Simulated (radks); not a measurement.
Question: Zr XXXVIII, configuration [He] 2s1. Method: scalar-relativistic Kohn-Sham, exchange-only LDA, spin-polarised, spherical densities, point nucleus; open shells are filled with parallel spins first (spin-orbit coupling, left out, can overturn this in heavy ions); computed with a radial shooting solver on a logarithmic mesh with Libxc functionals. Some entries of the table are withheld. Estimate them.

orbital  occ.  eigenvalue (hartree)  <1/r> (bohr^-1)  r(max) (bohr)
1s up       1             -773.3503            41.39            (1)
1s down     1             -772.8746            41.39            (2)
2s up       1                   (3)            10.08         0.1305
2s down     0                   (4)            10.07         0.1303

Answer: 
(1) 1s up r(max) (bohr): 0.02411
(2) 1s down r(max) (bohr): 0.02411
(3) 2s up eigenvalue (hartree): -186.8063
(4) 2s down eigenvalue (hartree): -184.4921
